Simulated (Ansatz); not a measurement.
One geometry of FGeH5OSi, SMILES `F[SiH2][O][GeH3]`, several functionals.

```yaml
crystal:
  periodic: [false, false, false]
  atoms:
    - {symbol: F, position_ang: [-2.030889, 0.949865, 0.787826]}
    - {symbol: Si, position_ang: [-0.668560, 1.387972, 0.075635]}
    - {symbol: O, position_ang: [0.001018, 0.127523, -0.678120]}
    - {symbol: Ge, position_ang: [0.749626, -1.415518, -0.192254]}
    - {symbol: H, position_ang: [-1.003314, 2.415151, -0.932022]}
    - {symbol: H, position_ang: [0.211849, 1.900900, 1.153445]}
    - {symbol: H, position_ang: [1.349133, -1.233352, 1.211598]}
    - {symbol: H, position_ang: [1.829867, -1.694706, -1.242081]}
    - {symbol: H, position_ang: [-0.350131, -2.484135, -0.201126]}
basis:
  gaussian: {orbitals: def2-TZVPP}
hamiltonian: {xc: pbe, dispersion: d4}
output: {forces: true, orbitals: {seedname: orbitals}}
```

```sh
$ ansatz run in.yaml --threads 4 --pin off --events-out ev --progress --plain --max-ram 10444MiB
```

It prints (some lines left out):

```
Functional definition: PBE
1248 factors; their error is unknown
mean field evaluation 1: about -69221.1537 eV, gradient 7.4e1 eV
mean field evaluation 2: about -69172.7708 eV, gradient 1.7e2 eV
mean field evaluation 4: about -69228.8625 eV, gradient 1.7e1 eV
mean field evaluation 8: about -69229.2372 eV, gradient 2.6e-1 eV
mean field evaluation 16: about -69229.2113 eV, gradient 1.8e-4 eV
mean field -69229.21132891 eV, -2544.1265910928 hartree, gradient 6.4e-5 eV, S^2 0.000000; 0 other end points of the search recorded, 0 dependent functions left out
reference -69229.21137255 eV, -2544.1265926963 hartree; 34, 34 occupied and 188, 188 virtual orbitals, 1248 factors
Total energy: -69229.38524869 eV, -2544.1329825268 hartree
Atom 0 at    -2.030889     0.949865     0.787826 Å, force    -0.551867    -0.151565     0.288467 eV/Å
Atom 1 at    -0.668560     1.387972     0.075635 Å, force     0.209104     0.392119     0.029263 eV/Å
Atom 2 at     0.001018     0.127523    -0.678120 Å, force     0.034709     0.017776    -0.467358 eV/Å
Atom 3 at     0.749626    -1.415518    -0.192254 Å, force     0.160626    -0.311710     0.126411 eV/Å
Atom 4 at    -1.003314     2.415151    -0.932022 Å, force    -0.027707     0.117276    -0.137603 eV/Å
Atom 5 at     0.211849     1.900900     1.153445 Å, force     0.113501     0.070415     0.127438 eV/Å
Atom 6 at     1.349133    -1.233352     1.211598 Å, force     0.070295     0.013359     0.156105 eV/Å
Atom 7 at     1.829867    -1.694706    -1.242081 Å, force     0.115021    -0.028188    -0.117874 eV/Å
Atom 8 at    -0.350131    -2.484135    -0.201126 Å, force    -0.123681    -0.119482    -0.004847 eV/Å
Dipole moment:     0.322510    -0.209673    -0.018143 e Å
```

Hardware: 4 threads of an Arm Neoverse V2 on a shared host. Wall time 2.2 s, peak host memory 0.27 GiB.

Changing it to `hamiltonian: {xc: {name: revPBE}, dispersion: d4}` and no forces (abridged; 1.8 s):

```
Functional definition: revPBE
mean field evaluation 16: about -69239.0905 eV, gradient 6.2e-5 eV
mean field -69239.09050919 eV, -2544.4896442715 hartree, gradient 6.2e-5 eV, S^2 0.000000
Total energy: -69239.59046516 eV, -2544.5080173145 hartree
```

With the line `hamiltonian: {xc: {name: LC-wPBE}}` and no forces (abridged; 2.4 s):

```
Functional definition: LC-wPBE
mean field evaluation 16: about -69234.6434 eV, gradient 3.2e-5 eV
mean field -69234.64341629 eV, -2544.3262166218 hartree, gradient 3.2e-5 eV, S^2 0.000000
Total energy: -69234.64341630 eV, -2544.3262166221 hartree
```

With the line `hamiltonian: {xc: hse06, dispersion: d4}` and no forces (abridged; 3 s):

```
Functional definition: HSE06
mean field -69231.27103745 eV, -2544.2022839853 hartree, gradient 3.5e-5 eV, S^2 0.000000
Total energy: -69231.40923804 eV, -2544.2073627634 hartree
```

Changing it to `hamiltonian: {xc: {name: wB97X-V}}` and no forces (abridged; 7.5 s):

```
Functional definition: wB97X-V
mean field evaluation 16: about -69239.1082 eV, gradient 2.3e-5 eV
mean field -69239.10823714 eV, -2544.4902957617 hartree, gradient 2.3e-5 eV, S^2 0.000000
Total energy: -69239.10823503 eV, -2544.4902956843 hartree
```

Changing it to `hamiltonian: {xc: pbe0, dispersion: d4}` and no forces (abridged; 2.7 s):

```
Functional definition: PBE0
mean field -69231.64989382 eV, -2544.2162067000 hartree, gradient 2.8e-5 eV, S^2 0.000000
Total energy: -69231.79726911 eV, -2544.2216226421 hartree
```

HSE06 is the plane-wave form, built on full-range PBE exchange.
